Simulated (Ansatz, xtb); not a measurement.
Molecule: aminoborane, sum formula BNH$_{4}$ (charge 0, singlet). SMILES: BN
Structure (B3LYP-D3(BJ)/def2-TZVP (Ansatz, a first-principles code) minimum search):
```
B
N 1 1.3876
H 2 1.0069 1 123.31
H 2 1.0069 3 113.37 1 180.00
H 1 1.1928 2 119.04 3 0.00
H 1 1.1928 5 121.92 2 180.00
```
Charge 0, spin multiplicity 1.

Harmonic wavenumbers from GFN2-xTB (xtb, at its own minimum), cm⁻¹: 636, 743, 769, 873, 1043, 1139, 1367, 1555, 2614, 2644, 3478, 3513.

Q: Give the harmonic wavenumbers at B3LYP-D3(BJ)/def2-TZVP (Ansatz, finite differences of forces, unscaled).

A: 630, 751, 857, 1019, 1141, 1159, 1366, 1650, 2581, 2658, 3577, 3664 cm⁻¹. Zero-point energy 30.1 kcal/mol.

Q: From these and the geometry, give the ideal-gas thermochemistry at 298.15 K and 1 atm (rigid rotor, harmonic oscillator).

A: Point group C2v, rotational symmetry number 2. Rotational constants 139.6, 27.79, 23.18 GHz. S(trans) 36.01, S(rot) 17.44, S(vib) 1.03, S(elec, spin only) 0.00, S 54.5 cal/(mol K). H(298) - H(0) 2.61 kcal/mol; G - E(el) 16.5 kcal/mol.
